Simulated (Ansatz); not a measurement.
The same ligand exchange along the group B, Al, Ga, In.

Computed with Ansatz on PBE0-D4/def2-TZVP structures; ΔE is electronic, products minus reactants. CCSD(T)/CBS is the MP2 limit (def2-TZVPP, def2-QZVPP) plus CCSD(T) − MP2 in def2-TZVPP, frozen cores. This one scheme is used for every species. Functionals use def2-TZVPP. def2 core potentials past Kr. For Ga, In outer-core shells are correlated without core-valence functions, which leaves a few kJ/mol of doubt a bond. Scalar relativity is left out up to krypton. One conformer a species, not always the lowest.

```tsv
reaction	r2SCAN-D4 (kcal/mol)	CCSD(T)/CBS(def2) (kcal/mol)
`NB(N)O` + H₂S → `NB(N)S` + H₂O	11.3	10.7
`[NH2][Al]([NH2])[OH]` + H₂S → `[NH2][Al]([NH2])[SH]` + H₂O	4.7	4.4
`[NH2][Ga]([NH2])[OH]` + H₂S → `[NH2][Ga]([NH2])[SH]` + H₂O	-8.4	-8.6
`[NH2][In]([NH2])[OH]` + H₂S → `[NH2][In]([NH2])[SH]` + H₂O	-15.5	-15.6
```

Largest T1 diagnostic: 0.015, for `[NH2][In]([NH2])[OH]`.
